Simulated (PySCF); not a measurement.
A run for PySCF: R-B3LYP/6-31G* on BH3 (SMILES B) with ghost functions, monomers drawn apart or pushed together.

```python
from pyscf import gto, scf, dft, mp
from pyscf.data.elements import chemcore

mol = gto.M(
    atom='''
    B    -0.32926278    0.60267203    0.75954861
    H     0.00165623   -0.22085688   -0.05593228
    H    -1.49506387    0.90385229    0.70558004
    H     0.43342644    1.52902770    0.89040317
    ghost-C    1.51765625   -0.58347492    2.46920295
    ghost-S   -0.25532713   -0.31774851    2.26430979
    ghost-C   -0.53153978    0.95644747    3.51178596
    ghost-H    1.72089675   -0.99817201    3.45491519
    ghost-H    1.81899484   -1.29198628    1.70066665
    ghost-H    2.04347162    0.35843373    2.32193889
    ghost-H   -0.34306726    0.55274560    4.50496787
    ghost-H   -1.57344916    1.25746503    3.42660357
    ghost-H    0.11180047    1.81005339    3.30482982
    ''',
    basis='6-31g*',
    cart=True,
    charge=0, spin=0, verbose=3, max_memory=1800)
mf = dft.RKS(mol, xc='b3lyp')
mf.conv_tol = 1e-8
mf.max_cycle = 100
mf.kernel()
if not mf.converged:
    mf = mf.newton().run(mf.mo_coeff, mf.mo_occ)
```

**Question.** What total energy does the run end on?

**Answer.** -26.5965 hartree.
